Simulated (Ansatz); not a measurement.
CH4BBrOS, SMILES `COB(S)Br` from Hartree–Fock to CCSD(T)

Cartesian coordinates in Å:
```
C -0.327 -1.035 -0.989
O -0.334 0.373 -0.820
B 0.072 0.955 0.315
S 0.664 -0.017 1.724
Br -0.002 2.881 0.384
H 0.687 -1.431 -0.890
H -0.701 -1.244 -1.990
H -0.976 -1.516 -0.252
H 0.915 1.034 2.517
```

Charge 0, multiplicity 1. Correlated methods include outer-core shells of Br, which these sets cover unevenly. Scalar relativity is left out up to krypton. The geometry is a stationary point of PBE0-D4/def2-TZVP. It is one conformer, not always the lowest. Frozen core, restricted reference, the Gaussian-basis code of Ansatz.

| basis | HF (Eh) | MP2 corr. |
| --- | --- | --- |
| def2-SVP | -3109.25894 | -0.76968 |
| def2-TZVPP | -3109.87216 | -0.95919 |
| def2-QZVPP | -3109.93903 | -1.32943 |

Task: Estimate the CCSD correlation energy and the (T) correction in each basis where they were run (hartree).

Result: 
```csv
basis,CCSD corr.,(T)
def2-SVP,-0.80817,-0.02236
def2-TZVPP,-0.99540,-0.04054
```
